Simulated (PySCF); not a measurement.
# Radial density of Ag (silver, neutral)

BLYP, [Kr] 4d9 5s2, 2D determinant (an excited configuration). Computed with PySCF 2.14 in ANO-RCC-VTZP, with the spin-free X2C one-electron Hamiltonian (Gaussian nucleus).

```csv
r (bohr),4πr²ρ (e/bohr),4πr²(ρα − ρβ)
0.0269,58.36,0.0000
0.0452,51.39,0.0013
0.0760,70.15,0.0182
0.128,66.68,0.1011
0.215,52.75,0.2182
0.362,52.46,0.0483
0.608,17.03,0.2654
1.02,17.06,0.8921
1.72,5.051,0.3879
2.89,1.177,0.0384
4.87,0.1764,-0.0027
8.19,0.001322,-0.0002
13.8,4.405e-05,0.0000
```

Densities and radii are taken from the X2C orbitals without a picture-change correction, which distorts them close to the nucleus.

(1) Where is the radial spin density 4πr²(ρα − ρβ) most negative, and why is it negative at all?

## Answers

(1) Around r = 4.87 bohr, down to -0.0027 e/bohr: exchange with the open shell polarises the paired shells in an unrestricted calculation.
